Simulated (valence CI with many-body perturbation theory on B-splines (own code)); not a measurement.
# Tb⁵⁰⁺: calculated level list

Computed by relativistic CI+MBPT: five valence electrons over a frozen Dirac-Fock core [Ne], a basis of 9 s, 9 p, 8 d, 6 f, 3 g, 1 h functions for each j, with the one-electron correlation potential Σ1 (screened to all orders), the two-electron term Σ2, the three-electron term Σ3, Breit, model QED; selected single and double excitations, second order for the rest (own B-spline code, finite nucleus).

The last digits are not significant, and no measured levels were compared; by estimate large intervals hold to a few tenths of a per cent, small ones and those within an open d or f shell to about a per cent. Among the levels kept, up to 600 cm⁻¹ of a level comes from second order outside the variational space, and about a tenth of that is noise between levels of different J, which matters for small intervals.

Levels 46 to 54 of 54, with energies above the lowest level, (3s^2 3p1/2^2 3p3/2) J=3/2. "Leading %" is the weight of the configuration and term that name the level; weights of strongly mixed levels are sums over their largest components and can fall short. In the jj column 3d3/2^4 stands for four electrons in 3d with j = 3/2.

```tsv
No.	Configuration	Term	J	E (× 10³ cm⁻¹)	Leading %	g	Second component	Leading jj
46	3s²3p²3d	⁴P	1/2	4785.2	38	1.597	20 % 3s²3p²3d ²P	3s^2 3p3/2^2 3d3/2 (78 %)
47	3s3p³3d	²P°	1/2	4834.3	44	0.602	39 % 3s3p³3d ⁴D°	3s 3p1/2^2 3p3/2 3d5/2 (93 %)
48	3s3p³3d	²D°	5/2	4873.9	24	1.081	21 % 3s3p³3d ²F°	3s 3p1/2^2 3p3/2 3d5/2 (80 %)
49	3s3p³3d	⁴D°	3/2	4885.8	23	1.355	17 % 3s3p³3d ²P°	3s 3p1/2^2 3p3/2 3d5/2 (82 %)
50	3s²3p²3d	²D	3/2	4907.7	67	0.849	9 % 3s²3p²3d ⁴F	3s^2 3p3/2^2 3d3/2 (88 %)
51	3s²3p²3d	²F	7/2	4925.0	52	1.226	36 % 3s²3p²3d ⁴D	3s^2 3p3/2^2 3d5/2 (97 %)
52	3s²3p3d²	⁴D°	1/2	4937.6	40	0.635	34 % 3s²3p3d² ²P°	3s^2 3p1/2 3d3/2^2 (85 %)
53	3s²3p²3d	⁴F	9/2	4940.9	60	1.237	39 % 3s²3p²3d ²G	3s^2 3p3/2^2 3d5/2 (98 %)
54	3s²3p3d²	⁴F°	3/2	4965.0	34	0.761	27 % 3s²3p3d² ²D°	3s^2 3p1/2 3d3/2^2 (79 %)
```
